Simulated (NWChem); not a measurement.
Molecule: GeH$_{3}$SeF; SMILES [GeH3][Se]F

Results from NWChem. Geometry: optimised at PBE0/def2-SVP.

Q: Among these, which level gives the highest value of “highest occupied level (eV)”?
(A) TPSS/aug-pcseg-1
(B) TPSS/pcseg-1
(C) TPSS/STO-3G
(D) TPSS/pcseg-2

A: C, TPSS/STO-3G. Values: TPSS/aug-pcseg-1 -5.92; TPSS/pcseg-2 -5.88; TPSS/pcseg-1 -5.84; TPSS/STO-3G -1.75
